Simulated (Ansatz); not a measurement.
Two isomers of C2H6OSeSi: A = `O=CC([SiH3])[SeH]`, B = `CC1(O)[SiH2][Se]1`.

Gas-phase electronic energies from Ansatz, PBE0-D4/def2-TZVP geometries. CCSD(T)/CBS adds triple-zeta CCSD(T) − MP2 to the extrapolated MP2 energy (def2 sets, frozen cores). DFT in def2-TZVPP. For Se outer-core shells are correlated without core-valence functions, which leaves a few kJ/mol of doubt a bond. Scalar relativity is left out up to krypton. Each species was taken in one conformer, which may not be the lowest.

(1) Which is lower in electronic energy at CCSD(T)/CBS, and by how much? (An estimate is asked.)

(2) Give E(B) − E(A) in kcal/mol with MP2/def2-TZVPP, r2SCAN-D4, ωB97M-V, PBE-D4, PBE0-D4, CCSD(T)/def2-TZVPP, B2PLYP. (Best estimate.)

Largest T1 diagnostic: 0.013.

## Answers

(1) The calculation gave: B, by 11.6 kcal/mol.

(2) Computed: MP2/def2-TZVPP -11.6, r2SCAN-D4 -12.6, ωB97M-V -10.1, PBE-D4 -12.3, PBE0-D4 -13.3, CCSD(T)/def2-TZVPP -8.9, B2PLYP -9.3. None reverses the order clearly.

In def2-TZVPP, CCSD(T) changes the Hartree–Fock value by −5.0 kcal/mol (the triples alone add −0.7 kcal/mol) and MP2 by −7.6 kcal/mol. From PBE to PBE0 (25 % exact exchange), in def2-TZVPP and without D4, E(B) − E(A) moves by −1.0 kcal/mol.
